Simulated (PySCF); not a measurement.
## Sr¹⁶⁺: ionisation energy

Sr¹⁶⁺ [Ar] 3d4 [3d3/2^4, M_J = 0] → Sr¹⁷⁺ [Ar] 3d3 [3d3/2^3, M_J = 3/2], as a difference of total energies. Calculation: PySCF 2.14, in an even-tempered Gaussian basis (17 s from 1.5 bohr⁻², ratio 2.8; 12 p from 1.9 bohr⁻², ratio 2.8; 8 d from 1.9 bohr⁻², ratio 2.8; 4 f from 7.2 bohr⁻², ratio 3); the two-component X2C-1e Hamiltonian. Correlated levels: [Ne] frozen; the 76 highest virtual spinors dropped. "Screened" scales the spin-orbit matrix elements by Boettger's factors to mimic the two-electron term; Breit and QED terms are absent.

```json
{"method": "GHF (spin-free)", "ionisation energy (eV)": "612.71"}
{"method": "GMP2 (spin-free)", "ionisation energy (eV)": "613.19"}
```

Problem. How much does correlation contribute at GMP2 (spin-free)?

Solution. 613.19 − (612.71) = 0.48 eV, measured against GHF (spin-free).

Breit and QED terms and the two-electron picture change are absent.

The spin-free rows relax to the high-spin LS determinant and lack the spin-orbit shift.

The labels give the starting determinants; with spin-orbit coupling the two ends relaxed to ⟨J²⟩ = 3.22, ⟨L²⟩ = 5.79, ⟨S²⟩ = 5.79.

The determinant of Sr¹⁶⁺ mixes levels of different J (the jj label is only the starting occupation), so the difference between spin-free and spin-orbit rows is not the physical spin-orbit shift.

For comparison: 612 ± 3 eV (theoretical estimate listed by NIST; NIST Atomic Spectra Database, ionization energies).
